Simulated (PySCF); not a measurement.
An excited-state job on `CSc1pcpc(Cl)p1`.

Computed with TDDFT CAM-B3LYP/def2-SVPD, vertical, gas phase, core orbitals frozen in the response (PySCF 2.14.0, density-fitted response routines). Geometry: GFN2-xTB. The command runs a driver script over a list of jobs; the input below is this job's line of settings and its coordinates in Å.

Command:
```bash
OMP_NUM_THREADS=1 python probes_run.py task.json out
```

Input:
```
{"job": {"kind": "uv", "xc": "CAM-B3LYP", "basis": "def2-SVPD", "nstates": 8, "ntriplets": 3}, "charge": 0, "multiplicity": 1}
C     -2.875026     0.072924     0.052266
S     -1.746182    -1.308541    -0.270281
C     -0.145682    -0.577688    -0.128736
P     -0.047619     1.129554     0.256917
C      1.641133     1.482487     0.313202
P      3.120579     0.617841     0.094868
C      2.577730    -1.000906    -0.262940
Cl     3.906175    -2.100987    -0.530702
P      1.060328    -1.821289    -0.425976
H     -3.877078    -0.337277    -0.023591
H     -2.701619     0.463919     1.051564
H     -2.726638     0.848877    -0.694249
H      1.809511     2.531574     0.549932
```

Output:
```
coarse grid: 14944 points
cycle   1  E = -2036.2226884989  dE =  1.419e+00  |g| = 3.328e-01  |ddm| = 5.924e+00
cycle   2  E = -2036.2168612993  dE =  5.827e-03  |g| = 4.210e-01  |ddm| = 1.086e+00
cycle   3  E = -2036.2617245067  dE = -4.486e-02  |g| = 6.505e-02  |ddm| = 5.511e-01
cycle   4  E = -2036.2630006610  dE = -1.276e-03  |g| = 3.211e-02  |ddm| = 1.540e-01
cycle   5  E = -2036.2633341382  dE = -3.335e-04  |g| = 1.183e-02  |ddm| = 6.237e-02
cycle   6  E = -2036.2633762441  dE = -4.211e-05  |g| = 3.325e-03  |ddm| = 2.188e-02
cycle   7  E = -2036.2633812765  dE = -5.032e-06  |g| = 1.823e-03  |ddm| = 6.949e-03
final grid: 125592 points
cycle   8  E = -2036.4928913974  dE = -1.939e-05  |g| = 3.630e-03  |ddm| = 4.779e-02
cycle   9  E = -2036.4928878331  dE =  3.564e-06  |g| = 5.319e-03  |ddm| = 1.246e-02
cycle  10  E = -2036.4928955216  dE = -7.688e-06  |g| = 6.233e-04  |ddm| = 6.681e-03
cycle  11  E = -2036.4928956393  dE = -1.177e-07  |g| = 2.654e-04  |ddm| = 1.135e-03
cycle  12  E = -2036.4928956818  dE = -4.244e-08  |g| = 1.603e-04  |ddm| = 7.460e-04
cycle  13  E = -2036.4928956928  dE = -1.105e-08  |g| = 4.407e-05  |ddm| = 3.323e-04
cycle  14  E = -2036.4928956949  dE = -2.061e-09  |g| = 1.865e-05  |ddm| = 2.071e-04
cycle  15  E = -2036.4928956950  dE = -1.733e-10  |g| = 1.058e-05  |ddm| = 5.494e-05
converged SCF energy = -2036.4928956950

Static polarisability (au): isotropic 165.766, principal 92.504 168.891 235.903

Singlet excitations
state   eV       nm        f      main configurations
  1   3.0737    403.4   0.02219   H->L 0.82, H-1->L+1 0.09
  2   3.5657    347.7   0.14129   H->L+1 0.77, H-1->L 0.13
  3   4.0479    306.3   0.00563   H-2->L 0.95
  4   4.1258    300.5   0.01288   H-3->L 0.75, H-2->L+1 0.20
  5   4.1825    296.4   0.12357   H-1->L 0.47, H-1->L+1 0.29, H->L+1 0.13
  6   4.2342    292.8   0.00216   H-2->L+1 0.78, H-3->L 0.20
  7   4.3542    284.7   0.00559   H-3->L+1 0.95
  8   4.3975    281.9   0.30463   H-1->L+1 0.55, H-1->L 0.34

Triplet excitations (Tamm-Dancoff, eV): 2.1542 2.5106 2.8313
```

The SCF starts on a coarse grid where the log names one; the energy can jump when the final grid takes over, and dE then counts from the start density on the new grid. H and L stand for HOMO and LUMO; the number after each pair is its weight.

Question: How does the lowest singlet excitation compare with the HOMO–LUMO gap?

Answer: HOMO -7.56 eV and LUMO -1.75 eV give a gap of 5.81 eV; S1 at 3.07 eV lies 2.74 eV below it.

Summary of the converged run: HOMO -7.56 eV, LUMO -1.75 eV; lowest singlet 3.07 eV; lowest triplet 2.15 eV (Tamm–Dancoff); mean polarisability 165.8 au.

The run took about 2.5 min of CPU time (one thread, shared machine).

One conformer stands for the species.
Labels such as C1 count atoms from 1, the log's own numbers from 0.
